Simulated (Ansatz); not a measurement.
Cartesian coordinates (Å):
```xyz
12

S      2.7553     0.0392    -0.1391
C      0.9869     0.1310    -0.0541
C      0.1395    -0.9908     0.0372
C     -1.2445    -0.7859     0.0980
C     -1.7383     0.5279     0.0658
N     -0.9400     1.6045    -0.0210
C      0.3812     1.4112    -0.0793
H      2.8348    -1.3189    -0.0843
H      0.5565    -2.0099     0.0605
H     -1.9330    -1.6414     0.1698
H     -2.8247     0.7198     0.1123
H      1.0142     2.3151    -0.1506
```
Charge 0, multiplicity 1.

These are Ansatz (a quantum-chemistry and plane-wave program) with frozen-core CCSD(T)/cc-pVTZ // PBE-D3(BJ)/def2-SVP values and carry that method's errors. The restricted HF reference is unstable towards unrestricted orbitals.

- HF energy = -644.31304 Ha
- MP2 correlation energy = -1.16220 Ha

Q: Estimate the CCSD correlation energy, the (T) correction, the total energy and the T1 diagnostic.

A: 
```yaml
CCSD correlation energy: -1.18834 Ha
"(T) correction": -0.06606 Ha
CCSD(T) total energy: -645.56744 Ha
T1 diagnostic: 0.012
```
